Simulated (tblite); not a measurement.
Compound: C6H10ClO (doublet state).
Numbering: `[CH3:1][C@:2]1([CH:3][Cl:4])[CH2:5][CH2:6][O:7][CH2:8]1` (hydrogens: H9, H10, H11 on C1; H12 on C3; H13, H14 on C5; H15, H16 on C6; H17, H18 on C8)

Structure optimised with GFN2-xTB, isolated species. This method treats the open shell by occupation alone, without spin polarisation.

(1) What internal coordinates does the optimisation give?

Answers

(1) 
| bond | length (Å) |
| --- | --- |
| C1–C2 | 1.530 |
| C2–C3 | 1.478 |
| C3–Cl4 | 1.694 |
| C2–C5 | 1.551 |
| C5–C6 | 1.538 |
| C6–O7 | 1.410 |
| O7–C8 | 1.400 |
| C2–C8 | 1.570 |
| C1–H9, C1–H10, C1–H11 | 1.087 |
| C3–H12 | 1.077 |
| C5–H13 | 1.088 |
| C5–H14 | 1.088 |
| C6–H15 | 1.100 |
| C6–H16 | 1.090 |
| C8–H17 | 1.100 |
| C8–H18 | 1.089 |

Bonds in one row agree within 0.01 Å and their mean is given. A selection of angles:
| angle | degrees |
| --- | --- |
| C1–C2–C3 | 112.4 |
| C1–C2–C5 | 110.8 |
| C1–C2–C8 | 108.8 |
| C3–C2–C5 | 110.8 |
| C3–C2–C8 | 112.2 |
| C5–C2–C8 | 101.2 |
| C2–C3–Cl4 | 121.3 |
| C2–C5–C6 | 104.4 |
| C5–C6–O7 | 106.1 |
| C6–O7–C8 | 106.0 |
| C2–C8–O7 | 105.5 |

Torsions: C1–C2–C3–Cl4 35° (synclinal); C1–C2–C5–C6 -110° (anticlinal); C2–C5–C6–O7 19° (synperiplanar); C5–C6–O7–C8 -38° (synclinal); C6–O7–C8–C2 42° (synclinal); C1–C2–C8–O7 88° (synclinal).

O7 (oxygen bonded to 2 C) is bent (angle 106.0°). C3 (carbon bonded to C, Cl and H) is almost planar (angles 121.3°, 120.7° and 114.7°, sum 356.8°, 0.14 Å off the plane of its three neighbours). Of the pairs four or more bonds apart, Cl4···H10 is among the closest relative to their van der Waals radii: 2.72 Å, 92 % of the sum of Bondi's values. The C–C distances run from 1.478 Å (C2–C3, drawn single) to 1.570 Å (C2–C8, drawn single), a spread of 0.092 Å. The 5-membered ring C2–C5–C6–O7–C8 has internal angles of 101.2° to 106.1° (sum 523°, against 540° for a flat polygon); it is puckered, 0.17 Å rms from its mean plane, widest ring torsion 42°.

Point group: C1 (no symmetry element, even within 0.4 Å). Its GFN2-xTB frequencies are all real (lowest 23 cm⁻¹). 3 starts were optimised and ended at 0.00, 0.01 and 0.19 kcal/mol (GFN2-xTB); the lowest of these is shown.

Hardware: one thread of an Arm Neoverse V2, shared host with 96 logical CPUs at a one-minute load of 63. Cost: 0.81 s. That covers the optimisation of the geometry.

One conformer stands for the species.

All values are computed, not measured.
